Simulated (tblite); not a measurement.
A geometry optimisation, step by step.

Species: C4H11Si (doublet state).
Bonds: C1–C2, C2–C3, C3–Si4, Si4–C5. Hydrogens: H6, H7, H8 on C1; H9, H10 on C2; H11, H12 on C3; H13 on Si4; H14, H15, H16 on C5.

Computed with GFN2-xTB (tblite), gas phase: L-BFGS steps from a force-field or distance-geometry start until the largest atomic force falls under 0.01 eV/Å. 5 of its 143 geometries are shown.

Step 0: E = -430.2731 eV, largest atomic force 2.163 eV/Å
```
atom  x, y, z in Å  |  force x, y, z in eV/Å
C1     -2.138    0.241    0.645   -2.068   0.472  -0.424
C2     -1.246    0.050   -0.557    0.069  -0.144  -0.687
C3     -0.080   -0.880   -0.267   -0.004  -0.038  -0.645
Si4     1.021   -0.244    1.110    0.078  -1.116   0.877
C5      2.442    0.757    0.476    1.407   1.067  -0.881
H6     -2.535    1.292    0.612    0.469  -0.871   0.543
H7     -3.054   -0.387    0.453    0.850   0.385   0.785
H8     -1.672   -0.013    1.604   -0.207   0.245  -0.390
H9     -0.898    1.042   -0.931   -0.022  -0.774   0.157
H10    -1.853   -0.438   -1.339    0.239   0.498  -0.080
H11     0.534   -0.917   -1.185   -0.185  -0.288   0.222
H12    -0.434   -1.906   -0.045    0.076   0.573  -0.169
H13     1.602   -1.485    1.692   -0.088   0.206   0.178
H14     2.190    1.837    0.357    0.333  -0.798   0.021
H15     2.797    0.377   -0.524   -0.377   0.411   0.866
H16     3.316    0.682    1.154   -0.571   0.174  -0.373
```

Step 36: E = -430.6939 eV, largest atomic force 0.119 eV/Å
```
atom  x, y, z in Å  |  force x, y, z in eV/Å
C1     -2.168    0.245    0.598   -0.011   0.025   0.011
C2     -1.191    0.131   -0.565   -0.021   0.100   0.047
C3     -0.137   -0.938   -0.283   -0.069   0.097  -0.003
Si4     1.087   -0.417    1.086    0.012  -0.021  -0.036
C5      2.436    0.768    0.453   -0.041  -0.032  -0.001
H6     -2.834    1.098    0.474    0.019  -0.074  -0.023
H7     -2.769   -0.659    0.684    0.009   0.034   0.006
H8     -1.606    0.372    1.527   -0.073   0.011  -0.047
H9     -0.699    1.097   -0.699    0.026   0.038  -0.085
H10    -1.732   -0.091   -1.492    0.013  -0.042   0.107
H11     0.414   -1.148   -1.205   -0.006  -0.037   0.044
H12    -0.652   -1.857    0.007    0.097  -0.012  -0.053
H13     1.677   -1.601    1.710    0.060  -0.080   0.052
H14     2.070    1.774    0.272   -0.036  -0.011   0.005
H15     2.850    0.397   -0.483    0.041   0.006  -0.016
H16     3.248    0.839    1.171   -0.020  -0.001  -0.010
```

Step 71: E = -430.7183 eV, largest atomic force 0.044 eV/Å
```
atom  x, y, z in Å  |  force x, y, z in eV/Å
C1     -2.112    0.325    0.625    0.007   0.003  -0.017
C2     -1.191    0.118   -0.569    0.012   0.005  -0.010
C3     -0.143   -0.962   -0.313   -0.004  -0.006   0.013
Si4     1.107   -0.551    1.067    0.021   0.031  -0.024
C5      2.367    0.761    0.510    0.020   0.012   0.003
H6     -2.848    1.097    0.407    0.008  -0.016   0.035
H7     -2.639   -0.596    0.865   -0.002   0.002  -0.003
H8     -1.534    0.624    1.500   -0.007   0.005  -0.015
H9     -0.696    1.062   -0.806    0.020   0.008  -0.016
H10    -1.792   -0.163   -1.439   -0.006   0.011   0.003
H11     0.407   -1.142   -1.242    0.000   0.001   0.012
H12    -0.656   -1.895   -0.072    0.006  -0.022   0.014
H13     1.809   -1.752    1.537   -0.029  -0.022  -0.008
H14     1.902    1.704    0.236   -0.036  -0.017   0.004
H15     2.932    0.411   -0.354   -0.019  -0.003   0.006
H16     3.079    0.967    1.304    0.009   0.008   0.002
```

Step 106: E = -430.7227 eV, largest atomic force 0.025 eV/Å
```
atom  x, y, z in Å  |  force x, y, z in eV/Å
C1     -2.026    0.375    0.632   -0.005   0.012  -0.017
C2     -1.150    0.104   -0.583   -0.004   0.001  -0.004
C3     -0.150   -1.019   -0.324   -0.007  -0.002   0.002
Si4     1.108   -0.634    1.057    0.006  -0.013  -0.011
C5      2.265    0.784    0.543    0.004  -0.008  -0.008
H6     -2.744    1.164    0.421   -0.012   0.013   0.002
H7     -2.574   -0.523    0.912   -0.002  -0.003  -0.002
H8     -1.412    0.676    1.480    0.005  -0.001  -0.004
H9     -0.614    1.016   -0.857   -0.008   0.001   0.008
H10    -1.787   -0.165   -1.431   -0.004   0.002   0.004
H11     0.392   -1.224   -1.254    0.019  -0.004   0.016
H12    -0.699   -1.930   -0.081    0.011  -0.011   0.017
H13     1.857   -1.835    1.444    0.000   0.008  -0.014
H14     1.712    1.678    0.271    0.001   0.009   0.017
H15     2.864    0.494   -0.319    0.007  -0.002  -0.013
H16     2.950    1.048    1.343   -0.009  -0.001   0.008
```

Step 142: E = -430.7270 eV, largest atomic force 0.008 eV/Å
```
atom  x, y, z in Å  |  force x, y, z in eV/Å
C1     -1.954    0.442    0.605    0.001  -0.003  -0.006
C2     -1.114    0.061   -0.606    0.004  -0.002  -0.001
C3     -0.166   -1.096   -0.306    0.001  -0.002   0.001
Si4     1.131   -0.714    1.040   -0.003  -0.007  -0.001
C5      2.163    0.820    0.601   -0.001  -0.002   0.001
H6     -2.626    1.263    0.365   -0.005   0.002   0.002
H7     -2.550   -0.407    0.934   -0.001   0.001   0.000
H8     -1.310    0.745    1.429    0.002   0.002   0.005
H9     -0.537    0.929   -0.935   -0.002   0.000  -0.001
H10    -1.779   -0.216   -1.430    0.004  -0.001   0.002
H11     0.358   -1.369   -1.228   -0.002   0.000   0.004
H12    -0.751   -1.971   -0.015    0.000   0.001  -0.003
H13     1.984   -1.885    1.280   -0.002   0.004  -0.002
H14     1.556    1.720    0.552   -0.001   0.005   0.002
H15     2.647    0.697   -0.367    0.004  -0.001  -0.006
H16     2.941    0.989    1.339    0.002   0.002   0.002
```

Q: Summarise the path.

A: The energy falls by 0.4539 eV from step 0 to step 142; nine tenths of that is first reached at step 31. It falls at every step. The largest force goes from 2.163 to 0.008 eV/Å. Among the bonds Si4–C5 changes most, from 1.850 to 1.901 Å; the atoms move by 0.479 Å rms after alignment.

Q: Follow the three bonds and two angles with the largest change from start to end.

A: 
| step | E above end (eV) | largest force (eV/Å) | Si4–C5 (Å) | C1–H7 (Å) | C5–H15 (Å) | C3–Si4–H13 (°) | H6–C1–H7 (°) |
| --- | --- | --- | --- | --- | --- | --- | --- |
| 0 | 0.4539 | 2.163 | 1.850 | 1.128 | 1.127 | 103.5 | 103.2 |
| 6 | 0.1462 | 0.204 | 1.892 | 1.087 | 1.090 | 107.3 | 109.2 |
| 12 | 0.1212 | 0.181 | 1.904 | 1.085 | 1.087 | 110.1 | 106.9 |
| 19 | 0.0976 | 0.165 | 1.907 | 1.088 | 1.089 | 112.3 | 109.3 |
| 25 | 0.0656 | 0.184 | 1.899 | 1.088 | 1.089 | 113.6 | 108.0 |
| 31 | 0.0440 | 0.145 | 1.903 | 1.088 | 1.090 | 111.3 | 108.5 |
| 37 | 0.0310 | 0.135 | 1.902 | 1.088 | 1.089 | 110.1 | 108.6 |
| 43 | 0.0194 | 0.075 | 1.901 | 1.088 | 1.089 | 111.0 | 108.6 |
| 49 | 0.0169 | 0.058 | 1.902 | 1.088 | 1.090 | 111.5 | 108.4 |
| 56 | 0.0153 | 0.032 | 1.901 | 1.089 | 1.090 | 111.0 | 108.3 |
| 62 | 0.0146 | 0.038 | 1.901 | 1.088 | 1.089 | 111.0 | 108.4 |
| 68 | 0.0106 | 0.073 | 1.902 | 1.089 | 1.091 | 111.7 | 108.5 |
| 74 | 0.0078 | 0.034 | 1.899 | 1.089 | 1.089 | 111.4 | 108.3 |
| 80 | 0.0070 | 0.024 | 1.901 | 1.088 | 1.090 | 110.6 | 108.5 |
| 86 | 0.0065 | 0.011 | 1.901 | 1.088 | 1.089 | 110.4 | 108.5 |
| 93 | 0.0057 | 0.048 | 1.901 | 1.090 | 1.090 | 110.8 | 108.4 |
| 99 | 0.0047 | 0.020 | 1.901 | 1.088 | 1.089 | 111.1 | 108.5 |
| 105 | 0.0043 | 0.025 | 1.901 | 1.088 | 1.089 | 111.3 | 108.5 |
| 111 | 0.0028 | 0.056 | 1.901 | 1.088 | 1.090 | 110.7 | 108.2 |
| 117 | 0.0019 | 0.015 | 1.902 | 1.088 | 1.089 | 110.7 | 108.4 |
| 123 | 0.0017 | 0.010 | 1.901 | 1.088 | 1.089 | 110.6 | 108.5 |
| 130 | 0.0013 | 0.020 | 1.900 | 1.088 | 1.090 | 110.7 | 108.4 |
| 136 | 0.0006 | 0.032 | 1.901 | 1.087 | 1.089 | 110.7 | 108.4 |
| 142 | 0.0000 | 0.008 | 1.901 | 1.088 | 1.089 | 110.5 | 108.5 |

The cost below is that of the whole relaxation. The run took 0.78 s wall on one thread of an Arm Neoverse V1, shared host.
